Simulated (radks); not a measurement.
Results of a calculation; reference values are marked as such.
Ge, configuration [Ar] 3d10 4s2 4p2.

Level of theory: scalar-relativistic Kohn-Sham, BLYP, spin-polarised, spherical densities, point nucleus; open shells are filled with parallel spins first (a radial shooting solver on a logarithmic mesh with Libxc functionals).

Energy parts (hartree):
part                       energy
total                 -2099.25588
kinetic                2137.39681
electron-nucleus      -5059.15234
Hartree                 902.42763
exchange-correlation    -79.92798

Orbitals (lengths in bohr, moments of r in powers of bohr; r(90%) holds 90 % of the orbital's charge):
orbital  occ.  eigenvalue (hartree)       <r^4>  r(90%)      <r>     <r^2>
1s up       1             -402.9117  0.00002274  0.0840  0.04700  0.002973
1s down     1             -402.9096  0.00002274  0.0840  0.04700  0.002973
2s up       1             -50.41159    0.004694   0.325   0.2101   0.05204
2s down     1             -50.41080    0.004694   0.325   0.2101   0.05204
2p up       3             -44.06062    0.003441   0.300   0.1837   0.04135
2p down     3             -44.05888    0.003441   0.300   0.1837   0.04135
3s up       1              -6.17210      0.3273   0.934   0.6244    0.4499
3s down     1              -6.16958      0.3268   0.934   0.6243    0.4497
3p up       3              -4.23313      0.4252   0.996   0.6473    0.4936
3p down     3              -4.23021      0.4235   0.995   0.6470    0.4930
3d up       5              -1.06672       1.246    1.26   0.7392    0.7035
3d down     5              -1.06147       1.196    1.25   0.7353    0.6938
4s up       1              -0.44229       44.97    3.20    2.112     5.160
4s down     1              -0.39963       46.30    3.21    2.111     5.178
4p up       2              -0.15275       181.5    4.50    2.860     9.749
4p down     0              -0.11234       246.9    4.84    3.009     10.99

The highest occupied level is 4p up at -4.157 eV. Spin moment in Bohr magnetons: 2. The density falls to 0.001 e/bohr^3 at r = 4.45 bohr. Summed over all electrons, <r^2> = 41.04 bohr^2, which gives a Langevin (diamagnetic) susceptibility term of -32.5 x 10^-6 cm^3/mol. For comparison, the ionisation energy in NIST's Atomic Spectra Database is 7.899 eV (measured). In exact Kohn-Sham theory the highest level is minus the ionisation energy, but local and semilocal functionals leave it too shallow, through self-interaction and a potential that decays too fast; potentials with the right tail come closer.

Run on one thread of a shared host, so times are rough (Arm Neoverse V2): 0.18 s of CPU time, 0.18 s wall, 15 iterations on 2669 mesh points.
